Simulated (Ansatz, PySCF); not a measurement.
Process, species as SMILES: CCB(N)N -> [CH2]CB(N)N + H atom (the C-H bond at the site shown breaks; other sites are not compared here)
Geometries: B3LYP-D3(BJ)/def2-TZVP minima from Ansatz (a quantum-chemistry and plane-wave program), one conformer each, not searched for the lowest. Frequencies are from Ansatz or PySCF.

Wanted: bond dissociation energy (enthalpy at 298 K, with B3LYP-D3(BJ) rigid-rotor harmonic-oscillator terms), in kcal/mol. Correlated levels leave the core frozen unless marked. Open shells are spin-unrestricted. No spin-orbit coupling. No relativistic terms. Basis-set limits of correlation are two-point, X^-3; Hartree-Fock from the larger set.

```json
[
 {"level": "PBE-D4/def2-TZVPD", "program": "Ansatz + dftd4", "bond dissociation energy (kcal/mol)": "95.1"},
 {"level": "r2SCAN/def2-TZVPD", "program": "Ansatz", "bond dissociation energy (kcal/mol)": "93.6"},
 {"level": "B2GP-PLYP-D4/def2-TZVPD", "program": "Ansatz + dftd4", "bond dissociation energy (kcal/mol)": "97.1"},
 {"level": "MP2/STO-3G", "program": "Ansatz", "bond dissociation energy (kcal/mol)": "114.4"}
]
```

Question: Estimate the value at CCSD(T)/CBS(cc-pVTZ,cc-pVQZ) as computed with Ansatz.

Answer: 99.8 kcal/mol, so MP2/STO-3G differs from it by 14.6 kcal/mol.
